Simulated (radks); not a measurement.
All-electron atom: I XLIII in [Ne] 3s1. All-electron calculation, scalar-relativistic Kohn-Sham, BLYP, spin-polarised, spherical densities, finite nucleus; open shells are filled with parallel spins first (spin-orbit coupling, left out, can overturn this in heavy ions); Fermi nuclear charge, rms radius 4.75 fm. Program: a radial shooting solver on a logarithmic mesh with Libxc functionals.

Normalised radial functions P(r) = r R(r), r in bohr:

| r | 2s up | 2s down | 2p down |
|---|---|---|---|
| 0.001319 | 0.4058 | 0.4059 | 0.0100 |
| 0.001463 | 0.4430 | 0.4431 | 0.0120 |
| 0.001637 | 0.4864 | 0.4865 | 0.0146 |
| 0.001816 | 0.5300 | 0.5300 | 0.0175 |
| 0.002031 | 0.5804 | 0.5805 | 0.0213 |
| 0.002254 | 0.6308 | 0.6309 | 0.0255 |
| 0.002521 | 0.6888 | 0.6888 | 0.0310 |
| 0.00282 | 0.7506 | 0.7507 | 0.0378 |
| 0.003129 | 0.8115 | 0.8116 | 0.0453 |
| 0.0035 | 0.8806 | 0.8807 | 0.0552 |
| 0.003883 | 0.9476 | 0.9477 | 0.0662 |
| 0.004343 | 1.0225 | 1.0227 | 0.0804 |
| 0.004819 | 1.0940 | 1.0941 | 0.0964 |
| 0.00539 | 1.1721 | 1.1722 | 0.1170 |
| 0.005981 | 1.2446 | 1.2448 | 0.1399 |
| 0.00669 | 1.3212 | 1.3214 | 0.1694 |
| 0.007483 | 1.3944 | 1.3946 | 0.2048 |
| 0.008303 | 1.4571 | 1.4573 | 0.2439 |
| 0.009287 | 1.5163 | 1.5165 | 0.2937 |
| 0.01031 | 1.5607 | 1.5609 | 0.3484 |
| 0.01153 | 1.5934 | 1.5936 | 0.4174 |
| 0.01279 | 1.6060 | 1.6062 | 0.4923 |
| 0.01431 | 1.5958 | 1.5960 | 0.5860 |
| 0.01587 | 1.5598 | 1.5601 | 0.6864 |
| 0.01775 | 1.4875 | 1.4878 | 0.8100 |
| 0.01986 | 1.3752 | 1.3755 | 0.9509 |
| 0.02204 | 1.2308 | 1.2310 | 1.0976 |
| 0.02465 | 1.0282 | 1.0284 | 1.2728 |
| 0.02735 | 0.7940 | 0.7942 | 1.4508 |
| 0.03059 | 0.4915 | 0.4917 | 1.6569 |
| 0.03394 | 0.1656 | 0.1657 | 1.8589 |
| 0.03796 | -0.2289 | -0.2289 | 2.0833 |
| 0.04212 | -0.6280 | -0.6280 | 2.2920 |
| 0.04712 | -1.0803 | -1.0804 | 2.5092 |
| 0.0527 | -1.5387 | -1.5388 | 2.7083 |
| 0.05848 | -1.9506 | -1.9508 | 2.8665 |
| 0.06541 | -2.3561 | -2.3564 | 2.9961 |
| 0.07258 | -2.6750 | -2.6753 | 3.0678 |
| 0.08118 | -2.9329 | -2.9333 | 3.0822 |
| 0.09007 | -3.0748 | -3.0753 | 3.0301 |
| 0.1007 | -3.1094 | -3.1101 | 2.8998 |
| 0.1118 | -3.0279 | -3.0286 | 2.7116 |
| 0.125 | -2.8244 | -2.8251 | 2.4443 |
| 0.1399 | -2.5194 | -2.5199 | 2.1248 |
| 0.1552 | -2.1712 | -2.1713 | 1.7993 |
| 0.1736 | -1.7605 | -1.7600 | 1.4403 |
| 0.1926 | -1.3784 | -1.3775 | 1.1202 |
| 0.2154 | -0.9988 | -0.9973 | 0.8098 |
| 0.239 | -0.6976 | -0.6958 | 0.5669 |
| 0.2674 | -0.4414 | -0.4397 | 0.3612 |
| 0.2967 | -0.2683 | -0.2668 | 0.2219 |
| 0.3318 | -0.1438 | -0.1428 | 0.1209 |
| 0.3712 | -0.0697 | -0.0691 | 0.0599 |
| 0.4118 | -0.0322 | -0.0319 | 0.0283 |
| 0.4606 | -0.0124 | -0.0123 | 0.0113 |
| 0.5111 | -0.0045 | -0.0045 | 0.0043 |
| 0.5717 | -0.0013 | -0.0013 | 0.0013 |
| 0.6344 | -0.0004 | -0.0004 | 0.0004 |
| 0.7096 | -0.0001 | -0.0001 | 0.0001 |
| 0.7873 | 0.0000 | 0.0000 | 0.0000 |
| 0.8806 | 0.0000 | 0.0000 | 0.0000 |

2s up: eigenvalue -7712.8 eV, 1 radial node at r = 0.0356 bohr, <r> = 0.115 bohr, 90 % of the charge inside 0.177 bohr. 2s down: eigenvalue -7709.6 eV, 1 radial node at r = 0.0356 bohr, <r> = 0.115 bohr, 90 % of the charge inside 0.177 bohr. 2p down: eigenvalue -7220.1 eV, 0 radial nodes, <r> = 0.100 bohr, 90 % of the charge inside 0.162 bohr.
